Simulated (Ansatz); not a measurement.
The first iterations of a band of CH3BiF2 (7 atoms, charge 0, multiplicity 1).

Level of theory: Ansatz 0.2.0, RHF/def2-SVP.

```
movable images  : 1
climbing image  : no
spring          : 5.0 eV/Å²
optimiser       : quadratic models (default)
start path      : through a guess of the saddle point
force threshold : 0.05 eV/Å
iteration limit : 60
end points      : relaxed
```

Initial state:

```xyz
7
Properties=species:S:1:pos:R:3
C -0.297 0.802 -0.312
Bi 0.923 -1.075 -0.423
F 1.575 -0.854 1.469
F -0.657 -2.222 0.069
H -0.979 0.856 -1.161
H -0.862 0.752 0.617
H 0.358 1.673 -0.304
```

Final state:

```xyz
7
Properties=species:S:1:pos:R:3
C -0.414 0.805 -0.129
Bi 0.054 -1.091 0.976
F 2.038 -0.846 0.728
F -0.194 -2.216 -0.677
H -0.808 0.520 -1.103
H -1.138 1.415 0.411
H 0.523 1.346 -0.251
```

| iteration | highest image above the first end (eV) | largest band force component (eV/Å) |
| --- | --- | --- |
| 1 | 1.860 | 2.145 |
| 2 | 1.536 | 0.577 |

Question: Does the band converge within its limit, and where does its top end?

Answer: The run converged. It ended after 6 iterations with the highest image 1.492 eV above the first end. Neighbouring images differ by up to 1.5 eV, so the band resolves the path poorly. No image climbed, so the highest image needn't sit at the top of the path. So few images can step over the top or miss a turn of the path.

The run took 16 s on 1 thread of Arm Neoverse V1 (shared host), peak memory 0.16 GiB.
